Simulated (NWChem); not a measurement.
**Basis-set convergence for BrISi**

```xyz
3

Si    -1.2835    -0.4375     0.0000
Br     0.1531    -2.2005     0.0000
I      0.2379     1.5688     0.0000
```
Charge 0, spin multiplicity 1.

The numbers come from NWChem runs, not from measurements. All single points use one geometry, from B3LYP/def2-SVP with def2 effective core potentials on I, a minimum by its harmonic frequencies.

Quantity: dipole moment at the level PBE.

Effective core potentials replace the inner electrons of I; spin-orbit coupling is left out. The structure started from a generated list of species.

Costs are rough ratios of processor time within this set of runs, SCF included, with def2-SVP as 1.

Task: In def2-QZVP the value is 0.75 D. Among def2-SVP, def2-SVPD, def2-TZVP, def2-TZVPP, def2-TZVPD, which is the smallest basis within 0.1 D of it?

Result: def2-SVP, with 76 functions against 227 and about 3 % of the time (also within reach: def2-SVPD, def2-TZVP, def2-TZVPP, def2-TZVPD). def2-QZVP isn't the basis-set limit itself, and a small set can land close by cancellation.

```
basis       functions  dipole moment (D)  relative cost
----------  ---------  -----------------  -------------
def2-SVP           76               0.68              1
def2-SVPD         100               0.71        under 3
def2-TZVP         135               0.75              4
def2-TZVPP        140               0.75              4
def2-TZVPD        159               0.74              5
def2-QZVP         227               0.75             30
```
